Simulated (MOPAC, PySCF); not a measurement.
Pair of molecules: C2H4 (SMILES C=C) (first 6 atoms) with H2 (SMILES [H][H]); geometry from B3LYP-D3(BJ)/def2-TZVP, rigid monomers moved along the line of their centres of mass till C2···H7 is 2.75 Å.
(charge 0, multiplicity 1):
```xyz
8

C      0.40943     0.55154    -0.32883
C     -0.13506    -0.61369    -0.01150
H      1.48203     0.70263    -0.31143
H     -0.19497     1.40265    -0.61853
H     -1.20768    -0.76484    -0.02835
H      0.46918    -1.46471     0.27883
H     -0.29656     0.10107     2.64347
H     -0.43316     0.06432     3.37471
```

Monomers are frozen at their geometry in the pair; levels with a basis set take the counterpoise correction. Rows marked so take none.

Rows in 6-311+G**, 6-31G* carry no dispersion term and start afresh at each structure (6-31G* with six Cartesian d functions). The state that PM3 reach isn't checked.

Codes used: MOPAC for PM3 (differences of heats of formation); PySCF for 6-311+G** rows, 6-31G* rows. Each number belongs to the level named beside it.

### Question
One of these levels gives 3.3 kJ/mol for the interaction energy. Which one is it?
(A) B3LYP/6-311+G** (no counterpoise)
(B) HF/6-31G*
(C) PM3

### Answer
B, HF/6-31G*. The others give -0.7 (PM3), 1.7 (B3LYP/6-311+G** (no counterpoise))
